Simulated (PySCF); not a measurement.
# Solvent effects on NMR parameters

Atom-mapped SMILES (the numbers label the heavy atoms): `[CH3:1][C@@H:2]([O:3][CH:4]=[O:5])[O:6][c:7]1[cH:8][cH:9][cH:10][cH:11][cH:12]1` (H(Xn): hydrogen on atom n).

GIAO PBE0/pcSseg-1 in PySCF 2.14.0 with density-fitted response routines on one PBE0-D3(BJ)/def2-SVP conformer, non-relativistic, equivalent nuclei averaged. Solvents enter as an IEF-PCM continuum (chloroform with ε = 4.7, dimethylsulfoxide with ε = 46.8) around the gas-phase geometry. Shifts are referred to TMS computed in the same medium.

In chloroform, δ in ppm: C4 167.5, C7 160.9, C9/C11 136.7, C10 127.8, C8/C12 119.8, C2 87.8, C1 22.4, H(C4) 7.97, H(C9)/H(C11) 7.59, H(C10) 7.24, H(C8)/H(C12) 7.16, H(C2) 6.89, H(C1) 1.69. Dipole moment 1.11 D.

**Question.** How does each δ change in the more polar medium?

**Answer.** 
```json
{"atoms": "C4", "environment": "ester carbonyl carbon", "Δδ, dimethylsulfoxide": "+1.1"}
{"atoms": "C7", "environment": "aromatic carbon bearing oxygen", "Δδ, dimethylsulfoxide": "+0.2"}
{"atoms": "C9/C11", "environment": "aromatic CH", "Δδ, dimethylsulfoxide": "+0.6"}
{"atoms": "C10", "environment": "aromatic CH", "Δδ, dimethylsulfoxide": "+0.5"}
{"atoms": "C8/C12", "environment": "aromatic CH", "Δδ, dimethylsulfoxide": "+0.4"}
{"atoms": "C2", "environment": "sp3 carbon bearing two oxygens", "Δδ, dimethylsulfoxide": "+0.4"}
{"atoms": "C1", "environment": "methyl carbon", "Δδ, dimethylsulfoxide": "+0.2"}
{"atoms": "H(C4)", "environment": "hydrogen on an ester carbonyl carbon", "Δδ, dimethylsulfoxide": "+0.04"}
{"atoms": "H(C9)/H(C11)", "environment": "hydrogen on an aromatic CH", "Δδ, dimethylsulfoxide": "+0.08"}
{"atoms": "H(C10)", "environment": "hydrogen on an aromatic CH", "Δδ, dimethylsulfoxide": "+0.08"}
{"atoms": "H(C8)/H(C12)", "environment": "hydrogen on an aromatic CH", "Δδ, dimethylsulfoxide": "+0.05"}
{"atoms": "H(C2)", "environment": "hydrogen on an sp3 carbon bearing two oxygens", "Δδ, dimethylsulfoxide": "+0.03"}
{"atoms": "H(C1)", "environment": "hydrogen on a methyl carbon", "Δδ, dimethylsulfoxide": "+0.02"}
```

Changes are relative to chloroform. The dipole moment becomes 1.10 D in dimethylsulfoxide.

**Question.** Which nuclei move most (in ppm), and what does the model miss?

**Answer.** C4 (ester carbonyl carbon, +1.1 ppm) in dimethylsulfoxide. A continuum only polarises the solute; specific hydrogen bonds, the anisotropy of aromatic solvents and changes of geometry or conformer are outside it.
